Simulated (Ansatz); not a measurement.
Born–Oppenheimer molecular dynamics of a periodic cell of 17 atoms, Si₁₆O (host Si, host structure diamond, interstitial O). It starts from a relaxed structure.

Level of theory: DFT PBEsol, scalar-relativistic, plane waves, PAW (Ansatz). Settings: PAW set soft_1, cutoff 420 eV, k mesh 2x2x2, fermi-dirac smearing 0.05 eV, spin collinear.

| Item | Value |
| --- | --- |
| ensemble | NVE (velocity Verlet) |
| time step | 1 fs |
| steps asked | 110 |
| starting velocities drawn for | 1800 K |
| seed | 187160 |

Frames 1 fs apart, positions in Å.

Velocities at 60.0 fs (Å/ps):

```
Si -5.46 0.13 1.03
Si -4.13 -3.79 -3.51
Si -0.78 -5.33 5.21
Si 0.64 -1.42 -7.28
Si 2.33 -0.12 3.76
Si 0.81 1.28 -1.19
Si -2.88 -7.51 -1.76
Si -8.14 12.60 -2.98
Si 0.99 5.36 -2.26
Si 4.07 -1.52 1.63
Si 2.35 -0.35 -0.80
Si -2.89 -8.10 -1.53
Si 0.00 -1.18 -6.85
Si 1.30 3.06 3.81
Si 2.00 2.11 3.19
Si -0.33 0.70 1.65
O 17.71 7.19 13.78
```

```xyz
17
Lattice="0.0000 5.4300 5.4300 5.4300 0.0000 5.4300 5.4300 5.4300 0.0000" Properties=species:S:1:pos:R:3 time_fs=60.0 energy_less_start_eV=2.180 T=747
Si -0.227 0.283 -0.157
Si 1.299 0.911 1.614
Si 2.575 2.280 0.095
Si 4.003 3.830 0.907
Si 2.777 -0.384 2.912
Si 3.882 1.455 3.802
Si 5.247 2.809 2.564
Si 6.348 4.161 4.165
Si 0.126 2.675 2.824
Si 1.318 4.340 4.101
Si 2.830 5.064 2.466
Si 4.089 6.774 4.008
Si 2.850 2.753 5.458
Si 4.235 4.046 6.749
Si 5.388 5.849 5.737
Si 7.088 6.754 6.889
O 6.481 2.803 5.019
17
Lattice="0.0000 5.4300 5.4300 5.4300 0.0000 5.4300 5.4300 5.4300 0.0000" Properties=species:S:1:pos:R:3 time_fs=61.0 energy_less_start_eV=2.110 T=781
Si -0.232 0.283 -0.155
Si 1.295 0.907 1.611
Si 2.574 2.275 0.100
Si 4.003 3.829 0.899
Si 2.780 -0.384 2.915
Si 3.882 1.456 3.801
Si 5.244 2.802 2.562
Si 6.340 4.174 4.162
Si 0.127 2.681 2.821
Si 1.322 4.338 4.103
Si 2.832 5.064 2.466
Si 4.086 6.766 4.006
Si 2.850 2.752 5.452
Si 4.236 4.050 6.753
Si 5.390 5.851 5.740
Si 7.088 6.755 6.891
O 6.499 2.810 5.034
17
Lattice="0.0000 5.4300 5.4300 5.4300 0.0000 5.4300 5.4300 5.4300 0.0000" Properties=species:S:1:pos:R:3 time_fs=62.0 energy_less_start_eV=2.052 T=809
Si -0.237 0.283 -0.154
Si 1.291 0.904 1.607
Si 2.573 2.269 0.106
Si 4.004 3.828 0.892
Si 2.781 -0.385 2.919
Si 3.883 1.457 3.800
Si 5.242 2.795 2.560
Si 6.331 4.187 4.159
Si 0.128 2.687 2.819
Si 1.326 4.336 4.105
Si 2.835 5.064 2.466
Si 4.082 6.757 4.004
Si 2.849 2.751 5.444
Si 4.238 4.053 6.757
Si 5.392 5.852 5.742
Si 7.087 6.757 6.893
O 6.517 2.816 5.048
17
Lattice="0.0000 5.4300 5.4300 5.4300 0.0000 5.4300 5.4300 5.4300 0.0000" Properties=species:S:1:pos:R:3 time_fs=63.0 energy_less_start_eV=2.009 T=830
Si -0.242 0.281 -0.152
Si 1.287 0.901 1.604
Si 2.572 2.262 0.111
Si 4.005 3.827 0.885
Si 2.783 -0.385 2.923
Si 3.884 1.458 3.799
Si 5.240 2.787 2.558
Si 6.323 4.201 4.155
Si 0.129 2.692 2.816
Si 1.331 4.333 4.107
Si 2.838 5.065 2.466
Si 4.079 6.748 4.002
Si 2.848 2.751 5.437
Si 4.240 4.055 6.762
Si 5.394 5.853 5.744
Si 7.086 6.759 6.895
O 6.535 2.823 5.063
17
Lattice="0.0000 5.4300 5.4300 5.4300 0.0000 5.4300 5.4300 5.4300 0.0000" Properties=species:S:1:pos:R:3 time_fs=64.0 energy_less_start_eV=1.981 T=844
Si -0.246 0.280 -0.150
Si 1.283 0.898 1.600
Si 2.572 2.255 0.116
Si 4.007 3.827 0.878
Si 2.784 -0.385 2.926
Si 3.884 1.460 3.799
Si 5.239 2.780 2.555
Si 6.314 4.216 4.151
Si 0.130 2.698 2.813
Si 1.335 4.329 4.109
Si 2.841 5.066 2.467
Si 4.075 6.740 4.000
Si 2.846 2.750 5.429
Si 4.241 4.058 6.767
Si 5.395 5.853 5.745
Si 7.085 6.761 6.897
O 6.553 2.829 5.077
17
Lattice="0.0000 5.4300 5.4300 5.4300 0.0000 5.4300 5.4300 5.4300 0.0000" Properties=species:S:1:pos:R:3 time_fs=65.0 energy_less_start_eV=1.967 T=850
Si -0.251 0.278 -0.148
Si 1.279 0.896 1.597
Si 2.571 2.248 0.121
Si 4.008 3.828 0.871
Si 2.786 -0.386 2.930
Si 3.884 1.461 3.798
Si 5.239 2.773 2.552
Si 6.305 4.230 4.147
Si 0.132 2.703 2.811
Si 1.340 4.325 4.111
Si 2.843 5.067 2.469
Si 4.071 6.731 3.998
Si 2.845 2.751 5.421
Si 4.243 4.061 6.772
Si 5.396 5.853 5.746
Si 7.084 6.765 6.899
O 6.571 2.836 5.091
17
Lattice="0.0000 5.4300 5.4300 5.4300 0.0000 5.4300 5.4300 5.4300 0.0000" Properties=species:S:1:pos:R:3 time_fs=66.0 energy_less_start_eV=1.965 T=852
Si -0.254 0.275 -0.146
Si 1.275 0.894 1.593
Si 2.571 2.240 0.127
Si 4.010 3.828 0.864
Si 2.786 -0.386 2.933
Si 3.885 1.462 3.798
Si 5.239 2.766 2.548
Si 6.297 4.244 4.143
Si 0.133 2.709 2.808
Si 1.345 4.321 4.113
Si 2.846 5.069 2.470
Si 4.067 6.722 3.996
Si 2.842 2.751 5.413
Si 4.245 4.063 6.777
Si 5.397 5.852 5.747
Si 7.083 6.768 6.902
O 6.588 2.844 5.105
17
Lattice="0.0000 5.4300 5.4300 5.4300 0.0000 5.4300 5.4300 5.4300 0.0000" Properties=species:S:1:pos:R:3 time_fs=67.0 energy_less_start_eV=1.969 T=850
Si -0.257 0.272 -0.143
Si 1.271 0.892 1.590
Si 2.571 2.231 0.132
Si 4.012 3.829 0.857
Si 2.787 -0.387 2.937
Si 3.885 1.463 3.798
Si 5.239 2.759 2.545
Si 6.288 4.258 4.139
Si 0.134 2.714 2.805
Si 1.350 4.316 4.115
Si 2.850 5.071 2.473
Si 4.063 6.713 3.993
Si 2.840 2.752 5.405
Si 4.247 4.066 6.783
Si 5.397 5.851 5.746
Si 7.082 6.772 6.905
O 6.604 2.853 5.118
17
Lattice="0.0000 5.4300 5.4300 5.4300 0.0000 5.4300 5.4300 5.4300 0.0000" Properties=species:S:1:pos:R:3 time_fs=68.0 energy_less_start_eV=1.975 T=847
Si -0.260 0.268 -0.141
Si 1.267 0.890 1.587
Si 2.571 2.222 0.137
Si 4.014 3.830 0.851
Si 2.787 -0.388 2.940
Si 3.884 1.464 3.799
Si 5.240 2.752 2.541
Si 6.280 4.272 4.136
Si 0.135 2.720 2.801
Si 1.355 4.311 4.117
Si 2.853 5.074 2.475
Si 4.058 6.703 3.990
Si 2.837 2.753 5.397
Si 4.249 4.068 6.788
Si 5.398 5.850 5.746
Si 7.080 6.777 6.908
O 6.619 2.863 5.130
17
Lattice="0.0000 5.4300 5.4300 5.4300 0.0000 5.4300 5.4300 5.4300 0.0000" Properties=species:S:1:pos:R:3 time_fs=69.0 energy_less_start_eV=1.980 T=845
Si -0.263 0.264 -0.138
Si 1.263 0.889 1.584
Si 2.572 2.212 0.142
Si 4.016 3.832 0.844
Si 2.787 -0.388 2.943
Si 3.884 1.465 3.799
Si 5.242 2.746 2.537
Si 6.272 4.285 4.132
Si 0.136 2.725 2.798
Si 1.360 4.305 4.119
Si 2.857 5.077 2.479
Si 4.054 6.694 3.987
Si 2.833 2.755 5.389
Si 4.251 4.070 6.794
Si 5.398 5.848 5.744
Si 7.079 6.782 6.911
O 6.632 2.874 5.141
17
Lattice="0.0000 5.4300 5.4300 5.4300 0.0000 5.4300 5.4300 5.4300 0.0000" Properties=species:S:1:pos:R:3 time_fs=70.0 energy_less_start_eV=1.980 T=844
Si -0.265 0.259 -0.135
Si 1.260 0.888 1.581
Si 2.574 2.201 0.147
Si 4.019 3.833 0.838
Si 2.786 -0.389 2.946
Si 3.884 1.465 3.800
Si 5.244 2.740 2.532
Si 6.263 4.298 4.128
Si 0.137 2.730 2.795
Si 1.365 4.299 4.122
Si 2.860 5.080 2.482
Si 4.049 6.685 3.984
Si 2.830 2.757 5.381
Si 4.253 4.072 6.800
Si 5.398 5.845 5.743
Si 7.077 6.788 6.914
O 6.644 2.887 5.151
17
Lattice="0.0000 5.4300 5.4300 5.4300 0.0000 5.4300 5.4300 5.4300 0.0000" Properties=species:S:1:pos:R:3 time_fs=71.0 energy_less_start_eV=1.976 T=846
Si -0.267 0.254 -0.132
Si 1.256 0.887 1.579
Si 2.576 2.191 0.153
Si 4.021 3.835 0.832
Si 2.785 -0.390 2.949
Si 3.884 1.466 3.801
Si 5.247 2.735 2.528
Si 6.256 4.311 4.125
Si 0.138 2.734 2.792
Si 1.370 4.293 4.124
Si 2.864 5.083 2.486
Si 4.045 6.676 3.981
Si 2.826 2.759 5.374
Si 4.255 4.073 6.806
Si 5.397 5.843 5.740
Si 7.075 6.794 6.917
O 6.654 2.901 5.160
```

Of the whole run (110 fs, mean temperature of the second half 768 K): The conserved energy stayed within 0.29 meV per atom of its start (net change 0.13 meV per atom), so the integration is sound. The temperature averaged 0.43 of the 1800 K drawn at the start: a run that starts near a minimum puts about half its kinetic energy into the potential. A run of 0.11 ps of so small a system gives no equilibrium averages. Limits of this set-up: coarse k mesh, PAW files made for another functional.

Run time: 15 min on 1 thread of Intel(R) Xeon(R) Platinum 8259CL CPU @ 2.50GHz (Skylake/Cascade Lake), with other jobs on the host, peak memory 0.73 GiB.
